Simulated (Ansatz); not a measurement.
Molecule: aminoborane, sum formula BNH$_{4}$, charge 0, multiplicity 1. SMILES: NB
Coordinates optimised at B3LYP-D3(BJ)/def2-TZVP (Ansatz, a first-principles code):
```xyz
6

B     -0.7766     0.0323    -0.0041
N      0.6098    -0.0254     0.0032
H     -1.3984    -0.9854    -0.0254
H     -1.3119     1.0982     0.0110
H      1.1972     0.7922     0.0209
H      1.1274    -0.8889    -0.0085
```
Charge 0, spin multiplicity 1.

Quantity: vertical triplet-singlet gap (E(triplet) - E(singlet); each state is the SCF solution reached for its spin), in kcal/mol. Valence correlation only, unless marked. Open shells are spin-unrestricted. Spin-orbit coupling is left out. No relativistic terms. CBS marks a two-point X^-3 extrapolation of the correlation energy; Hartree-Fock from the larger set. The bracket is a focal-point correction in the basis named.

```csv
level,program,vertical triplet-singlet gap (kcal/mol)
BHLYP/def2-TZVPD,Ansatz,[?]
"RI-MP2/CBS(aug-cc-pVTZ,aug-cc-pVQZ)+[CCSD(T)-MP2]/aug-cc-pVTZ",Ansatz,[?]
```

Q: What belongs in the gaps?

A: 
- BHLYP/def2-TZVPD, vertical triplet-singlet gap (kcal/mol): 144.3
- RI-MP2/CBS(aug-cc-pVTZ,aug-cc-pVQZ)+[CCSD(T)-MP2]/aug-cc-pVTZ, vertical triplet-singlet gap (kcal/mol): 150.2
